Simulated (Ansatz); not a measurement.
Start from `N=[C](Cl)[AlH][F]` and change one atom or group to get `N=C(Cl)Br`.

Ansatz, PBE0-D4/def2-TZVP geometries, multiplicity 1. Each molecule was computed in one conformer, which needn't be the lowest.

Scalar relativity is left out up to krypton. Spin–orbit coupling is left out; it splits and shifts lone-pair levels of the heavy atoms by tenths of an eV.

| property | `N=[C](Cl)[AlH][F]` |
| --- | --- |
| size of the dipole moment (B3LYP/def2-TZVPP) / D | 1.15 |
| HOMO energy (ωB97M-V/def2-TZVPP) / eV | -10.34 |
| HOMO energy (B3LYP/def2-TZVPP) / eV | -7.93 |
| HOMO energy (PBE0/def2-TZVPP) / eV | -8.16 |
| size of the dipole moment (ωB97M-V/def2-TZVPP) / D | 1.10 |
| LUMO energy (PBE0/def2-TZVPP) / eV | -2.09 |

Give the same properties after the change, and the shifts. (Best estimate.)

The calculation gave: 
```tsv
property	`N=C(Cl)Br`	shift
size of the dipole moment (B3LYP/def2-TZVPP) / D	1.15	0.00
HOMO energy (ωB97M-V/def2-TZVPP) / eV	-10.77	-0.43
HOMO energy (B3LYP/def2-TZVPP) / eV	-8.23	-0.30
HOMO energy (PBE0/def2-TZVPP) / eV	-8.50	-0.34
size of the dipole moment (ωB97M-V/def2-TZVPP) / D	1.21	0.11
LUMO energy (PBE0/def2-TZVPP) / eV	-1.05	1.04
```

With PBE0 the HOMO falls by 0.34 eV and the LUMO rises by 1.04 eV, so the gap widens by about 1.38 eV. PBE moves the HOMO by -0.27 eV and ωB97M-V by -0.43 eV. Dipoles are sizes alone; their direction can turn.

B3LYP here is the variant with VWN-RPA as its local correlation; programs differ in this.
